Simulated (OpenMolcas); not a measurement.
Computed levels of 3d⁸ in ions with 26 electrons, in cm-1 above ³F₄.

```
Program             : OpenMolcas 26.06
Method              : CASSCF
Basis               : ANO-R3
Scalar Hamiltonian  : X2C, finite nucleus
Spin-orbit coupling : state interaction with AMFI integrals over the reference wave functions, term energies averaged over their components
```

Active space for each ion: 8 electrons in 5 orbitals (3d).

```tsv
Level	Co+	Cu3+
³F₃	962	1842
³F₂	1633	3085
¹D₂	14498	19612
³P₂	17602	23796
³P₁	17917	24243
³P₀	18118	24594
¹G₄	22506	30407
¹S₀	54303	73048
```

Estimate ³F₂, ¹D₂, ³P₂ for Ni2+ from its neighbours Co+ and Cu3+.

³F₂ is fine structure, which grows about as the fourth power of a screened charge, so the fourth roots are averaged: ((1633^0.25 + 3085^0.25) / 2)^4 = 2273. The calculation gives 2292, so the estimate is off by -0.8 %; the measured value is 2270 (Corliss and Sugar, J. Phys. Chem. Ref. Data 10, 197 (1981)).
¹D₂ is another term, which grows about linearly with the charge: (14498 + 19612) / 2 = 17055. The calculation gives 17145, so the estimate is off by -0.5 %; the measured value is 14032 (Corliss and Sugar, J. Phys. Chem. Ref. Data 10, 197 (1981)).
³P₂ is another term, which grows about linearly with the charge: (17602 + 23796) / 2 = 20699. The calculation gives 20768, so the estimate is off by -0.3 %; the measured value is 16662 (Corliss and Sugar, J. Phys. Chem. Ref. Data 10, 197 (1981)).

Without dynamic correlation excited terms often stand tens of per cent too high (terms of higher spin than the ground term too low), and those without a measured partner can miss by more than the paired ones. Some levels mix across a computed gap that differs much from the measured one, so their mixing is not that of the real levels (holds for Ni2+). Computed and measured levels are paired by configuration, term and J; levels that our copy of the source lacks, or whose pairing is in doubt (as where it misses far off the trend of its configuration), stay unpaired and out of the deviations. Only configurations of the active space appear.
